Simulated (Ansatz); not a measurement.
Isolated molecules relaxed with PBE0-D4/def2-TZVP in Ansatz; ΔE leaves out vibrations. CBS: MP2 limit from def2 TZ/QZ plus the TZ coupled-cluster correction, frozen cores. This one scheme is used for every species. One conformer a species, not always the lowest.

`BC1=CC1` + `CCCO` → `BOCCC` + `C1=CC1`  (ligand exchange at a B–C bond)

| level | ΔE (eV) |
| --- | --- |
| MP2/def2-TZVPP | -0.88 |
| MP2/CBS(def2) | -0.86 |

Q: What does CCSD(T)/CBS give? (Best estimate.)

A: Ansatz gave: -0.94 eV. The listed levels differ from it by 0.06, 0.08 eV.

Largest T1 diagnostic among the species: 0.012.

From PBE to PBE0 (25 % exact exchange), in def2-TZVPP and without D4, ΔE moves by −0.05 eV. In def2-TZVPP, CCSD(T) changes the Hartree–Fock value by +0.37 eV (the triples alone add +0.07 eV) and MP2 by +0.45 eV.
